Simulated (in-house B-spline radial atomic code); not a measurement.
## Correlation energy from the adiabatic connection: ω²r²/2 − Z/r, ω = 0.255, Z = -1

Two electrons in a singlet, external potential ω²r²/2 − Z/r, ω = 0.255, Z = -1 (atomic units). Full CI in B-splines (partial waves to l = 8, correlation up to 0.6 % small) with the density held fixed gives W(λ) = <V_ee>_λ − U, and E_c is the integral of W(λ) − W(0) from 0 to 1.

```json
{"λ": "0", "W(λ) − W(0) (hartree)": "0.00000"}
{"λ": "0.02", "W(λ) − W(0) (hartree)": "-0.00247"}
{"λ": "0.05", "W(λ) − W(0) (hartree)": "-0.00601"}
{"λ": "0.12", "W(λ) − W(0) (hartree)": "-0.01355"}
{"λ": "0.25", "W(λ) − W(0) (hartree)": "-0.02527"}
{"λ": "0.4", "W(λ) − W(0) (hartree)": "-0.03586"}
{"λ": "0.6", "W(λ) − W(0) (hartree)": "-0.04650"}
{"λ": "0.8", "W(λ) − W(0) (hartree)": "-0.05440"}
{"λ": "1", "W(λ) − W(0) (hartree)": "-0.06045"}
```

(1) Integrate the table by the trapezoid rule.

(2) Now use only three numbers: W(0) = -0.28108, the initial slope W'(0) = -0.1257 (extrapolated from the first points) and the strong-coupling limit of the point-charge-plus-continuum model, W∞ = -0.37167. What do second-order theory and the interpolation W(λ) = W∞ + (W(0) − W∞)/√(1 + 2χλ) of Seidl, Perdew and Levy give?

Results:

(1) The strips give -0.00002, -0.00013, -0.00068, -0.00252, -0.00458, -0.00824, -0.01009, -0.01148, which sum to -0.03776 hartree. The direct value, W(1) − W(0) + T_c with T_c = 0.02251, is -0.03795; the curve is convex, so chords lie above it and the trapezoids fall short in size by 0.50 %.

(2) Second order keeps the slope alone: E_c = W'(0)/2 = -0.06285, +66 % in size against -0.03795. Matching the slope fixes χ = W'(0)/(W∞ − W(0)) = -0.1257/(-0.09059) = 1.38757. Integrating, with s = √(1 + 2χ) = 1.942972, E_c = −(W(0) − W∞)(s − 1)/(s + 1) = −0.09059 × 0.942972/2.942972 = -0.02903 hartree, -23.5 % in size against the full result. At λ = 1 the formula gives W − W(0) = -0.04397 against -0.06045. Part of the miss can come from the model's W∞, which here lies above the computed W at λ = 10, -0.38218.
